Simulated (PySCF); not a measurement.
A database entry of computed molecular properties. Lists by class give the value and the number of equivalent atoms.

```json
{
 "formula": "C9H18Se",
 "smiles": "CC[C@@H]1CCCC[Se][C@@H]1C",
 "charge": 0,
 "multiplicity": 1,
 "geometry_level": "PBE0-D3(BJ)/def2-SVP",
 "atoms_angstrom": [
  ["C", -3.056, -0.937, 0.944],
  ["C", -2.061, 0.213, 0.912],
  ["C", -0.943, 0.077, -0.126],
  ["C", -0.205, -1.257, 0.05],
  ["C", 1.122, -1.452, -0.696],
  ["C", 2.378, -1.142, 0.121],
  ["C", 2.672, 0.321, 0.403],
  ["Se", 1.279, 1.311, 1.35],
  ["C", -0.008, 1.294, -0.146],
  ["C", -0.719, 2.636, -0.225],
  ["H", -3.485, -1.125, -0.055],
  ["H", -2.601, -1.876, 1.29],
  ["H", -3.892, -0.712, 1.623],
  ["H", -1.593, 0.331, 1.906],
  ["H", -2.614, 1.146, 0.723],
  ["H", -1.419, 0.068, -1.128],
  ["H", -0.022, -1.407, 1.128],
  ["H", -0.897, -2.058, -0.249],
  ["H", 1.13, -0.877, -1.64],
  ["H", 1.191, -2.507, -1.004],
  ["H", 2.314, -1.687, 1.079],
  ["H", 3.256, -1.556, -0.407],
  ["H", 3.569, 0.418, 1.033],
  ["H", 2.872, 0.874, -0.529],
  ["H", 0.643, 1.206, -1.029],
  ["H", -0.002, 3.443, -0.433],
  ["H", -1.239, 2.89, 0.711],
  ["H", -1.472, 2.624, -1.03]
 ],
 "electronic_structure_code": "PySCF",
 "results": {
  "PBE0-D3(BJ)/def2-SVP geometry optimisation, gas phase": {
   "point_group": "C1",
   "rotational_constants_GHz": [1.194, 0.782, 0.578]
  },
  "KT2/pcSseg-1 ground state and GIAO shieldings, non-relativistic": {
   "dipole_D": 1.55,
   "homo_eV": -4.85,
   "lumo_eV": -0.48,
   "shift_vs_computed_TMS_C_by_class_ppm": [
    [55.0, 1],
    [49.6, 1],
    [40.0, 1],
    [39.2, 1],
    [35.6, 1],
    [28.1, 1],
    [26.1, 1],
    [23.0, 1],
    [13.1, 1]
   ],
   "shift_vs_computed_TMS_H_by_class_ppm": [
    [2.94, 1],
    [2.5, 1],
    [2.48, 1],
    [2.26, 1],
    [2.05, 1],
    [1.79, 1],
    [1.47, 1],
    [1.45, 1],
    [1.43, 1],
    [1.4, 1],
    [1.4, 3],
    [1.28, 1],
    [1.08, 1],
    [0.92, 3]
   ],
   "shielding_other_nuclei_by_class_ppm": [
    ["Se", 1584.5, 1]
   ]
  }
 }
}
```

With B = h/(8π²I), that is 505.379 GHz u Å² over I, the principal moments of inertia are 423.3, 646.5 and 873.9 u Å² (most abundant isotopes); the inertial defect Ic − Ia − Ib is -195.9 u Å² (zero for a rigid planar frame, negative otherwise). A dipole of 1.55 D is allowed in C1, and pure rotational transitions are dipole-allowed. The rotational constants make it an asymmetric top with κ = (2B − A − C)/(A − C) = -0.34, nearer the prolate limit (−1).

 Relativistic effects, spin–orbit coupling among them, are left out although an element past zinc is present. Atoms bound to Se lack the heavy atom's spin–orbit term in their shielding, so their NMR values are less reliable. NMR classes are plain means over equivalent atoms (diastereotopic ones count apart unless rotation or inversion swaps them), as if these changed places fast; in this geometry the members of some classes differ.

For the NMR shielding job (KT2/pcSseg-1), on one thread of an Arm Neoverse N1, no GPU, on a shared host, this took 3.0 min wall.

One conformer stands for the species.
